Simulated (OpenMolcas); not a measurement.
An OpenMolcas run meant for K I (ANO-RCC-VTZP, DKH2; inactive shells 1s 2s 2p 3s 3p; intended active space 1 electron in 8 orbitals (4s 4p 5s 5p)). One step of its input:

```
&CASPT2
Multistate=1 1
Frozen=2 3
IPEA=0.25
Shift=5.0
MaxIter=60
WThr=0.0 0.3 0.05
PrWF=0.5
NoMix
```

The run finished. Its levels beside those of a sound run (SS-CASPT2, IPEA 0.25 Eh, imaginary shift 0.1 Eh (closed shells correlated: 3s 3p)), in cm-1 above each run's lowest level:

| Level | This run | Usual run |
| --- | --- | --- |
| 4s 2S 1/2 | 0.0 | 0.0 |
| 4p 2P* 1/2 | 12234 | 13022 |
| 4p 2P* 3/2 | 12271 | 13059 |

Q: Which setting is unsound, and how much does it matter here?

A: The level shift is far above the usual 0.1 to 0.3 hartree and damps the second-order energy. Against the sound run the excited levels shown move by 790 cm-1 on average and by 790 cm-1 at most.

With one active electron outside closed inactive shells, the extra shells (5p 5s) add no correlation to the reference. ANO sets are built for ground and valence states and can reach diffuse excited orbitals poorly. With one active electron, CASPT2 adds the correlation within the correlated inactive shells and between them and that electron, and leaves the splitting within a term as the reference gives it. Levels of configurations outside the active space are missing.

* marks odd parity.
